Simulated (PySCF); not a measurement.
Choosing a basis for TDDFT

C2H9NSi2.
SMILES: `[SiH3]C/C=N\[SiH3]`

TDDFT with PBE0 (PySCF), vertical singlets, core orbitals frozen in the response, spherical d and f functions. Geometry: PBE0-D3(BJ)/def2-SVP, one conformer, isolated molecule.

| basis | functions | diffuse | S1 (eV) | S2 (eV) | S3 (eV) | S4 (eV) | S5 (eV) | LUMO (eV) | α (au) |
| --- | --- | --- | --- | --- | --- | --- | --- | --- | --- |
| 6-31G* | 96 | no | 4.22 | 6.41 | 6.86 | 7.00 | 7.60 | -0.55 | 72.8 |
| 6-31+G* | 116 | yes | 4.17 | 5.79 | 6.30 | 6.57 | 6.62 | -0.84 | 82.2 |
| def2-SVP | 123 | no | 4.12 | 6.45 | 6.83 | 7.10 | 7.40 | -0.74 | 78.5 |
| def2-SVPD | 180 | yes | 4.10 | 6.05 | 6.57 | 6.66 | 6.82 | -0.93 | 89.7 |
| aug-cc-pVDZ | 204 | yes | 4.11 | 5.71 | 6.18 | 6.31 | 6.43 | -0.91 | 91.6 |
| def2-TZVP | 221 | no | 4.11 | 6.17 | 6.61 | 6.71 | 7.04 | -0.88 | 86.3 |
| def2-TZVPD | 278 | yes | 4.09 | 5.87 | 6.34 | 6.56 | 6.59 | -0.95 | 90.8 |

How much do these states and the polarisability depend on the basis?

States are compared by their number. Against the largest diffuse basis here (def2-TZVPD, itself not a converged limit), sets without diffuse functions differ by up to 0.13 eV in S1 and 1.01 eV in S5; the smaller diffuse sets differ by up to 0.07 and 0.23 eV. State by state, the largest deviation of a set without diffuse functions is S1 0.13, S2 0.58, S3 0.52, S4 0.54, S5 1.01 eV. The same number needn't mean the same state in each row. Against def2-TZVPD the polarisability deviates by -20% in 6-31G*, -10% in 6-31+G*, -13% in def2-SVP, -1% in def2-SVPD, +1% in aug-cc-pVDZ, -5% in def2-TZVP. A single + in a Pople set puts diffuse functions on heavy atoms only.
